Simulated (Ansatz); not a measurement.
Computed with Ansatz on PBE0-D4/def2-TZVP structures; ΔE is electronic, products minus reactants. CBS: MP2 limit from def2 TZ/QZ plus the TZ coupled-cluster correction, frozen cores. This one scheme is used for every species. DFT in def2-TZVPP. For Ge outer-core shells are correlated without core-valence functions, which leaves a few kJ/mol of doubt a bond. Scalar relativity is left out up to krypton. One conformer a species, not always the lowest.

Consider the substitution at a C–Ge bond: `[CH3][Ge]([CH3])([F])[Cl]` + `N=C(F)Cl` → `C/N=C(/F)Cl` + `[CH3][GeH]([F])[Cl]`.

| level | ΔE (kJ/mol) |
| --- | --- |
| ωB97M-V | 68.6 |
| r2SCAN | 66.6 |
| CCSD(T)/def2-TZVPP | 70.8 |
| MP2/CBS(def2) | 72.1 |

**Question.** What does CCSD(T)/CBS give? (An estimate is asked.)

**Answer.** Computed: +70.0 kJ/mol. The listed levels differ from it by -1.4, -3.4, 0.8, 2.1 kJ/mol.

Largest T1 diagnostic among the species: 0.013.

In def2-TZVPP, CCSD(T) changes the Hartree–Fock value by +7.1 kJ/mol (the triples alone add −0.1 kJ/mol) and MP2 by +9.3 kJ/mol.
